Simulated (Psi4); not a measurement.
C4H5 (SMILES [CH]1[C@@H]2C[C@H]12), doublet, geometry from GFN2-xTB; Psi4 with R2SCAN/aug-cc-pVDZ.

Here is a job for Psi4.
```
memory 2 GB

molecule {
0 2
  C    -0.01104778    1.15299217    0.29268087
  C     0.00606920   -1.07161673    0.36284337
  C     0.77792320    0.05175663   -0.24703001
  C    -0.77530873    0.03948149   -0.25730269
  H    -0.01656875    2.16285392   -0.07926104
  H    -0.00045853   -1.14950133    1.44290558
  H     0.01698984   -2.03272552   -0.13990186
  H     1.48440418    0.00352078   -1.05567554
  H    -1.47018212   -0.01982922   -1.07521641
}

set basis aug-cc-pvdz
set reference uks
set s_orthogonalization partialcholesky

energy('r2scan')
print_variables()
```

The log (banner, timings and long lists left out):

```
   => Loading Basis Set <=

    Name: AUG-CC-PVDZ
    Role: ORBITAL
    Keyword: BASIS

         ---------------------------------------------------------
                                   SCF
               by Justin Turney, Rob Parrish, Andy Simmonett
                          and Daniel G. A. Smith
                              UKS Reference
         ---------------------------------------------------------

  ==> Geometry <==

    Molecular point group: c1
    Full point group: C1

    Geometry (in Angstrom), charge = 0, multiplicity = 2:

       Center              X                  Y                   Z               Mass
    ------------   -----------------  -----------------  -----------------  -----------------
         C           -0.010782434279     1.133618224695     0.275711307720    12.000000000000
         C            0.006334545721    -1.090990675305     0.345873807720    12.000000000000
         C            0.778188545721     0.032382684695    -0.263999572280    12.000000000000
         C           -0.775043384279     0.020107544695    -0.274272252280    12.000000000000
         H           -0.016303404279     2.143479974695    -0.096230602280     1.007825032230
         H           -0.000193184279    -1.168875275305     1.425936017720     1.007825032230
         H            0.017255185721    -2.052099465305    -0.156871422280     1.007825032230
         H            1.484669525721    -0.015853165305    -1.072645102280     1.007825032230
         H           -1.469916774279    -0.039203165305    -1.092185972280     1.007825032230

  Running in c1 symmetry.

  Rotational constants: A =      0.61936  B =      0.34753  C =      0.28552 [cm^-1]
  Rotational constants: A =  18567.92397  B =  10418.58488  C =   8559.67412 [MHz]
  Nuclear repulsion =  108.897979087323037

  Charge       = 0
  Multiplicity = 2
  Electrons    = 29
  Nalpha       = 15
  Nbeta        = 14

  ==> Algorithm <==

  SCF Algorithm Type is DF.
  DIIS enabled.
  MOM disabled.
  Fractional occupation disabled.
  Guess Type is SAD.
  Energy threshold   = 1.00e-06
  Density threshold  = 1.00e-06
  Integral threshold = 1.00e-12

  ==> Primary Basis <==

  Basis Set: AUG-CC-PVDZ
    Blend: AUG-CC-PVDZ
    Number of shells: 61
    Number of basis functions: 137
    Number of Cartesian functions: 145
    Spherical Harmonics?: true
    Max angular momentum: 2

  ==> DFT Potential <==

   => LibXC <=

    Version 7.1.2
    S. Lehtola, C. Steigemann, M. J. T. Oliveira, and M. A. L. Marques,  SoftwareX 7, 1–5 (2018) (10.1016/j.softx.2017.11.002)

   => Composite Functional: R2SCAN <=

    r2SCAN Meta-GGA XC Functional  (0.1021/acs.jpclett.0c02405)
    J. W. Furness, A. D. Kaplan, J. Ning, J. P. Perdew, J. Sun  J. Phys. Chem. Lett.  11, 8208–8215, 2020

    Deriv               =              1
    GGA                 =           TRUE
    Meta                =           TRUE

    Exchange Hybrid     =          FALSE
    MP2 Hybrid          =          FALSE

   => Exchange Functionals <=

    1.0000   XC_MGGA_X_R2SCAN

   => Correlation Functionals <=

    1.0000   XC_MGGA_C_R2SCAN

   => LibXC Density Thresholds  <==

    XC_MGGA_C_R2SCAN:  1.00E-15
    XC_MGGA_X_R2SCAN:  1.00E-11

   => Molecular Quadrature <=

    Radial Scheme          =       TREUTLER
    Pruning Scheme         =           NONE
    Nuclear Scheme         =       TREUTLER

    Blocking Scheme        =         OCTREE
    BS radius alpha        =              1
    Pruning alpha          =              1
    Radial Points          =             75
    Spherical Points       =            302
    Total Points           =         194936
    Total Blocks           =           1485
    Max Points             =            256
    Max Functions          =            137
    Weights Tolerance      =       1.00E-15

   => Loading Basis Set <=

    Name: (AUG-CC-PVDZ AUX)
    Role: JKFIT
    Keyword: DF_BASIS_SCF

  ==> Integral Setup <==

[...]

  ==> Pre-Iterations <==

  SCF Guess: Superposition of Atomic Densities via on-the-fly atomic UHF (no occupation information).

   -------------------------
    Irrep   Nso     Nmo
   -------------------------
     A        137     137
   -------------------------
    Total     137     137
   -------------------------

  ==> Iterations <==

                           Total Energy        Delta E     RMS |[F,P]|

   @DF-UKS iter SAD:  -154.88935240764883   -1.54889e+02   0.00000e+00
   @DF-UKS iter   1:  -154.70638857992853    1.82964e-01   6.77938e-03 DIIS/ADIIS
   @DF-UKS iter   2:  -153.66950945201049    1.03688e+00   1.12415e-02 DIIS/ADIIS
   @DF-UKS iter   3:  -155.19322930053951   -1.52372e+00   9.48451e-04 DIIS/ADIIS
   @DF-UKS iter   4:  -155.19707448730242   -3.84519e-03   8.62050e-04 DIIS/ADIIS
   @DF-UKS iter   5:  -155.20427092737339   -7.19644e-03   1.70403e-04 DIIS/ADIIS
   @DF-UKS iter   6:  -155.20454232858430   -2.71401e-04   7.00699e-05 DIIS
   @DF-UKS iter   7:  -155.20458584057911   -4.35120e-05   2.84913e-05 DIIS
   @DF-UKS iter   8:  -155.20459473600957   -8.89543e-06   8.88569e-06 DIIS
   @DF-UKS iter   9:  -155.20459575935752   -1.02335e-06   1.96445e-06 DIIS
   @DF-UKS iter  10:  -155.20459583970074   -8.03432e-08   5.33054e-07 DIIS
  Energy and wave function converged.

  ==> Post-Iterations <==

   Electrons on quadrature grid:
      Nalpha   =   14.9999904201 ; deviation = -9.580e-06
      Nbeta    =   13.9999985089 ; deviation = -1.491e-06
      Ntotal   =   28.9999889290 ; deviation = -1.107e-05

   @Spin Contamination Metric:   4.947674522E-03
   @S^2 Expected:                7.500000000E-01
   @S^2 Observed:                7.549476745E-01
   @S   Expected:                5.000000000E-01
   @S   Observed:                5.000000000E-01

    Orbital Energies [Eh]
    ---------------------

    Alpha Occupied:

[...]
    Alpha Virtual:

[...]
    Beta Occupied:

[...]
    Beta Virtual:

[...]
    Final Occupation by Irrep:
              A
    DOCC [    14 ]
    SOCC [     1 ]
    NA   [    15 ]
    NB   [    14 ]

  @DF-UKS Final Energy:  -155.20459583970074

   => Energetics <=

    Nuclear Repulsion Energy =            108.8979790873230371
    One-Electron Energy =                -422.5593012379489437
    Two-Electron Energy =                 181.9075700988140056
    DFT Exchange-Correlation Energy =     -23.4508437878888607
    Empirical Dispersion Energy =           0.0000000000000000
    VV10 Nonlocal Energy =                  0.0000000000000000
    Total Energy =                       -155.2045958397007439

  UHF NO Occupations:
  HONO-2 :   13  A 1.9996827
  HONO-1 :   14  A 1.9984121
  HONO-0 :   15  A 1.0000000
  LUNO+0 :   16  A 0.0015879
  LUNO+1 :   17  A 0.0003173
  LUNO+2 :   18  A 0.0001910
  LUNO+3 :   19  A 0.0001577

Computation Completed

Properties will be evaluated at   0.000000,   0.000000,   0.000000 [a0]

Properties computed using the SCF density matrix

 Multipole Moments:

 ------------------------------------------------------------------------------------
     Multipole            Electronic (a.u.)      Nuclear  (a.u.)        Total (a.u.)
 ------------------------------------------------------------------------------------

 L = 1.  Multiply by 2.5417464519 to convert [e a0] to [Debye]
 Dipole X            :         -0.0087010            0.0145414            0.0058404
 Dipole Y            :          0.8122565           -1.0617321           -0.2494756
 Dipole Z            :          0.3450045           -0.9299670           -0.5849625
 Magnitude           :                                                    0.6359664

 ------------------------------------------------------------------------------------

  Variable Map:
  ----------------------------------------------------------------------------
[...]
  Array Variable Map:
  ----------------------------------------------------------------------------
[...]
[...]
```
